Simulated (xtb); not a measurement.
HFSi, charge -1, doublet, at a GFN2-xTB geometry (a state made from the parent by changing its charge; the spin is typed, not shown lowest), atoms displaced at random by about 0.05 Å a coordinate; xtb 6.7.1 with GFN1-xTB with ALPB(hexane).

xtb was given this input:
```
$ xtb mol.xyz --gfn 1 --chrg -1 --uhf 1 --opt --alpb hexane --json

# file mol.xyz
3

Si    -0.31733466    -0.46303688     0.43961358
H     -0.95708738    -1.27550426    -0.63281251
F      0.57189741     0.63584134    -0.70982175
```

Task: Write the output that xtb gives for this input, abridged.

Result: 
```
   ID    Z sym.   atoms
    1   14 Si     1
    2    1 H      2
    3    9 F      3

           -------------------------------------------------
          |                Calculation Setup                |
           -------------------------------------------------

           -------------------------------------------------
          |                 G F N 1 - x T B                 |
           -------------------------------------------------

      * Solvation model:               ALPB
        Solvent                        hexane
        Parameter file                 internal GFN1-xTB/ALPB
        Dielectric constant                1.8800E+00
        Reference state                gsolv [1 M gas/solution]
        Free energy shift                  4.1595E-03 Eh       2.6101E+00 kcal/mol
        Temperature                        2.9815E+02 K
        Density                            6.6000E-01 kg/L
        Solvent mass                       8.6180E+01 g/mol
        Interaction kernel             P16
        Born radius scaling (c1)           1.4775E+00
        Born radii integrator          GBOBC
        Born offset                        0.0000E+00 a0       0.0000E+00 AA
        H-bond correction              false
        Ion screening                  false
        Surface tension                    1.0000E-05 Eh       1.5569E+01 dyn/cm
        Grid points                               230 per atom

          ...................................................
          :                      SETUP                      :
          :.................................................:
          :  # basis functions                  16          :
          :  # atomic orbitals                  15          :
          :  # shells                            7          :
          :  # electrons                        13          :
          :  # halogen bonds                     0          :
          :  max. iterations                   250          :
          :  Hamiltonian                  GFN1-xTB          :
          :  restarted?                      false          :
          :  GBSA solvation                   true          :
          :  PC potential                    false          :
          :  electronic temp.          300.0000000     K    :
          :  accuracy                    1.0000000          :
          :  -> integral cutoff          0.2500000E+02      :
          :  -> integral neglect         0.1000000E-07      :
[...]
 * total energy  :   -30.7543696 Eh     change        0.1418015E+02 Eh
 * total energy  :   -44.3102547 Eh     change       -0.1355589E+02 Eh
 * total energy  :   -47.5658337 Eh     change       -0.3255579E+01 Eh
 * total energy  :   -49.0499834 Eh     change       -0.1484150E+01 Eh
 * total energy  :   -48.5438910 Eh     change        0.5060924E+00 Eh
 * total energy  :   -49.3186465 Eh     change       -0.7747555E+00 Eh
 * total energy  :   -49.3707791 Eh     change       -0.5213258E-01 Eh
 * total energy  :   -49.3735228 Eh     change       -0.2743684E-02 Eh
 * total energy  :   -49.3736242 Eh     change       -0.1014059E-03 Eh
 * total energy  :   -49.3736472 Eh     change       -0.2304485E-04 Eh
 * total energy  :   -49.3736476 Eh     change       -0.4063203E-06 Eh
 * total energy  :   -49.3736477 Eh     change       -0.3152675E-07 Eh
   *** GEOMETRY OPTIMIZATION CONVERGED AFTER 39 ITERATIONS ***
         :: total energy             -49.373647657085 Eh    ::
[...]

         #    Occupation            Energy/Eh            Energy/eV
      -------------------------------------------------------------
         1        2.0000          -48.6587064           -1324.0708
         2        2.0000          -26.7870311            -728.9122
         3        2.0000          -25.2756911            -687.7866
         4        2.0000          -25.2756911            -687.7866
         5        2.0000          -24.5091338            -666.9275
         6        1.5000          -24.0793942            -655.2337
         7        1.5000          -24.0793942            -655.2337 (HOMO)
         8                        -23.9759239            -652.4181 (LUMO)
         9                        -23.9759239            -652.4181
        10                        -13.9015885            -378.2815
        11                        -12.3684698            -336.5632
        12                        -12.3684698            -336.5632
        13                        -10.5346597            -286.6627
        14                          0.4046320              11.0106
        15                         30.6750232             834.7099
      -------------------------------------------------------------
                  HL-Gap            0.1034703 Eh            2.8156 eV
             Fermi-level          -24.0535266 Eh         -654.5298 eV

  Mulliken/CM5 charges         n(s)   n(p)   n(d)
     1Si  -12.57059-13.08103   3.113  7.309  6.148
     2H     3.34950  3.71594  -2.350  0.000  0.000
     3F     8.22109  8.36509  -0.623 -0.598  0.000

Wiberg/Mayer (AO) data.
largest (>0.10) Wiberg bond orders for each atom

 ---------------------------------------------------------------------------
     #   Z sym  total        # sym  WBO       # sym  WBO       # sym  WBO
 ---------------------------------------------------------------------------
     1  14 Si  ******
     2   1 H   ******
     3   9 F   -3.005
 ---------------------------------------------------------------------------

 dipole moment from electron density (au)
     X       Y       Z
   5.9372   7.5637   0.3220  total (Debye):   24.454

optimized geometry written to: xtbopt.xyz

           -------------------------------------------------
          | TOTAL ENERGY              -49.373647657085 Eh   |
          | GRADIENT NORM               0.000081038577 Eh/α |
          | HOMO-LUMO GAP               2.815570954146 eV   |
           -------------------------------------------------
```
